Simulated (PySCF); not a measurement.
C5H8BN, singlet, GFN2-xTB optimised geometry.

```
15

B      0.00    -2.39     0.00
H     -0.43    -2.89     0.99
H     -0.42    -2.88    -1.00
H      1.20    -2.39     0.00
C     -0.97     1.83     0.00
C     -0.73     1.15    -1.19
C     -0.45    -0.20    -1.14
N     -0.38    -0.88     0.00
C     -0.61    -0.23     1.14
C     -0.90     1.12     1.18
H     -1.20     2.89    -0.01
H     -0.77     1.66    -2.14
H     -0.25    -0.77    -2.04
H     -0.55    -0.83     2.04
H     -1.08     1.60     2.13
```

Density from PySCF 2.14.0 with CAM-B3LYP/def2-TZVP at that geometry.

Minimum of the electron density along straight lines between bonded atoms, close to the bond critical point (lines longer than 1.1 times the sum of covalent radii, or with two minima, are not listed):

```json
[
 {"bond": "B1–H2", "length / Å": "1.192", "ρ at the minimum / e bohr⁻³": "0.174", "∇²ρ there / e bohr⁻⁵": "-0.20", "position (fraction from the first atom)": "0.43"},
 {"bond": "B1–H3", "length / Å": "1.192", "ρ at the minimum / e bohr⁻³": "0.174", "∇²ρ there / e bohr⁻⁵": "-0.20", "position (fraction from the first atom)": "0.43"},
 {"bond": "B1–H4", "length / Å": "1.199", "ρ at the minimum / e bohr⁻³": "0.171", "∇²ρ there / e bohr⁻⁵": "-0.20", "position (fraction from the first atom)": "0.43"},
 {"bond": "C5–C6", "length / Å": "1.388", "ρ at the minimum / e bohr⁻³": "0.323", "∇²ρ there / e bohr⁻⁵": "-0.97", "position (fraction from the first atom)": "0.50"},
 {"bond": "C6–C7", "length / Å": "1.381", "ρ at the minimum / e bohr⁻³": "0.330", "∇²ρ there / e bohr⁻⁵": "-1.01", "position (fraction from the first atom)": "0.49"},
 {"bond": "B1–N8", "length / Å": "1.557", "ρ at the minimum / e bohr⁻³": "___", "∇²ρ there / e bohr⁻⁵": "___", "position (fraction from the first atom)": "0.32"},
 {"bond": "C7–N8", "length / Å": "1.331", "ρ at the minimum / e bohr⁻³": "0.349", "∇²ρ there / e bohr⁻⁵": "-1.09", "position (fraction from the first atom)": "0.36"},
 {"bond": "N8–C9", "length / Å": "1.331", "ρ at the minimum / e bohr⁻³": "0.350", "∇²ρ there / e bohr⁻⁵": "-1.09", "position (fraction from the first atom)": "0.64"},
 {"bond": "C5–C10", "length / Å": "1.387", "ρ at the minimum / e bohr⁻³": "0.324", "∇²ρ there / e bohr⁻⁵": "-0.98", "position (fraction from the first atom)": "0.50"},
 {"bond": "C9–C10", "length / Å": "1.381", "ρ at the minimum / e bohr⁻³": "0.329", "∇²ρ there / e bohr⁻⁵": "-1.01", "position (fraction from the first atom)": "0.51"},
 {"bond": "C5–H11", "length / Å": "1.079", "ρ at the minimum / e bohr⁻³": "0.292", "∇²ρ there / e bohr⁻⁵": "-1.07", "position (fraction from the first atom)": "0.65"},
 {"bond": "C6–H12", "length / Å": "1.079", "ρ at the minimum / e bohr⁻³": "0.291", "∇²ρ there / e bohr⁻⁵": "-1.06", "position (fraction from the first atom)": "0.65"},
 {"bond": "C7–H13", "length / Å": "1.079", "ρ at the minimum / e bohr⁻³": "0.296", "∇²ρ there / e bohr⁻⁵": "-1.11", "position (fraction from the first atom)": "0.66"},
 {"bond": "C9–H14", "length / Å": "1.079", "ρ at the minimum / e bohr⁻³": "0.296", "∇²ρ there / e bohr⁻⁵": "-1.12", "position (fraction from the first atom)": "0.66"},
 {"bond": "C10–H15", "length / Å": "1.079", "ρ at the minimum / e bohr⁻³": "0.291", "∇²ρ there / e bohr⁻⁵": "-1.06", "position (fraction from the first atom)": "0.65"}
]
```

### Question
Fill in the missing entries.

### Answer

- B1–N8, ρ at the minimum / e bohr⁻³: 0.133
- B1–N8, ∇²ρ there / e bohr⁻⁵: 0.52
